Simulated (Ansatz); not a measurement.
`CNC(=N)[SiH3]` + `[CH3][Al]([OH])[SiH3]` → `[CH3][Al]([SiH3])[SiH3]` + `CNC(=N)O`  (formal exchange of groups at the Si–C bond)

Computed with Ansatz on PBE0-D4/def2-TZVP structures; ΔE is electronic, products minus reactants. CCSD(T)/CBS is the MP2 limit (def2-TZVPP, def2-QZVPP) plus CCSD(T) − MP2 in def2-TZVPP, frozen cores. DFT in def2-TZVPP. B3LYP here is the variant with VWN-RPA as its local correlation; programs differ in this. One conformer a species, not always the lowest.

Question: Is it downhill or uphill in electronic energy at CCSD(T)/CBS, and by how much? (An estimate is asked.)

Answer: Ansatz gave: Uphill: ΔE = +153.0 kJ/mol.

Question: What do these levels give: PBE0-D4, B3LYP-D4, ωB97M-V, B2PLYP, r2SCAN, B3LYP, MP2/def2-TZVPP, CCSD/def2-TZVPP, CCSD(T)/def2-TZVPP, MP2/def2-QZVPP, SCS-MP2/def2-QZVPP, MP2/CBS(def2)? (Best estimate.)

Answer: Ansatz gave: PBE0-D4 126.0, B3LYP-D4 147.9, ωB97M-V 147.9, B2PLYP 152.7, r2SCAN 140.0, B3LYP 145.4, MP2/def2-TZVPP 161.2, CCSD/def2-TZVPP 145.1, CCSD(T)/def2-TZVPP 147.0, MP2/def2-QZVPP 165.5, SCS-MP2/def2-QZVPP 163.3, MP2/CBS(def2) 167.1 kJ/mol.

Largest T1 diagnostic among the species: 0.014.

In def2-TZVPP, CCSD(T) changes the Hartree–Fock value by +12.1 kJ/mol (the triples alone add +1.9 kJ/mol) and MP2 by +26.3 kJ/mol.
